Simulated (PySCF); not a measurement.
Gas-phase reaction: GeCl₄ + 4 H₂O = GeH₄ + 4 Cl + 4 OH

Energies from PySCF, thermal terms from the rigid-rotor harmonic-oscillator model, ideal gas at 1 bar. † marks an energy on the PBE0/def2-TZVP geometry and frequencies; other levels use their own. MP2 freezes the core. 6-31G* has spherical d functions here. Open shells (unrestricted): Cl (multiplicity 2, electronic degeneracy 6), OH (multiplicity 2, electronic degeneracy 4); the rest are closed-shell singlets. Spin-orbit splitting is ignored; it lowers the true energy and changes the entropy of Cl, OH. B3LYP is the form with VWN-RPA correlation. Ge: all electrons, no relativistic terms. MP2 isn't extrapolated to the basis-set limit; its ΔH°(298 K) is 2099.1 kJ in def2-SVP and 2296.5 kJ in def2-TZVPP. The harmonic model lacks anharmonicity and excited electronic states, which grow with temperature; levels with a mode under 35 cm⁻¹ are left out.

```tsv
level	ΔE electronic, kJ	ΔH°(298 K), kJ	ΔS°(298 K), J/K	ΔG°(1600 K), kJ
B3LYP/6-31G*	2002	1938	520	1080
B3LYP/def2-TZVP†	2107	2043	523	1182
BLYP/def2-TZVP†	2117	2053	523	1192
M06-2X/def2-TZVP†	2272	2208	523	1347
MP2/def2-TZVPP†	2361	2296	523	1436
PBE/def2-SVP	2236	2174	519	1319
PBE0/def2-SVP†	2151	2087	523	1226
r2SCAN/def2-TZVP†	2191	2127	523	1266
LDA/def2-TZVP†	2640	2576	523	1715
ωB97M-V/def2-TZVP†	2229	2165	523	1304
```
ΔH° is lowest at B3LYP/6-31G* and highest at LDA/def2-TZVP†. No reference value is set beside these.
